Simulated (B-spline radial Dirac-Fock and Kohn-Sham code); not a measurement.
**Binding energies of Ag³⁴⁺ at several levels of theory**

System: silver as Ag³⁴⁺ in the configuration 1s2 2s2 2p6 3s2 3p1.

The density-functional columns are spherical, spin-unpolarised Dirac-Kohn-Sham results without Breit or QED terms: −ε is minus the orbital energy of the initial state and ΔSCF the difference of two total energies. The reference in the last column comes from Dirac-Fock energy differences between relaxed states, corrected for Breit and QED terms. All numbers are from a B-spline atomic structure program, in eV; a selection of levels is shown. The Kohn-Sham columns are given as differences from the reference. For the 1s level of heavy atoms much of the gap between ΔSCF and the reference is the Breit and QED part, -78.4 eV here; for other levels the error of the functional can be larger.

```tsv
level	LDA −ε − DF	LDA ΔSCF − DF	Dirac-Fock
K	-278.0	+72.3	27519.2
L1	-122.2	-36.8	5703.9
L2	-90.3	+10.8	5436.0
L3	-92.2	+4.8	5256.9
M1	-27.5	+7.5	2226.9
M2,3	-34.5	+1.9	2121.5
```

Values without a named source are computed, but for edge energies of neutral atoms, which are taken from tables.
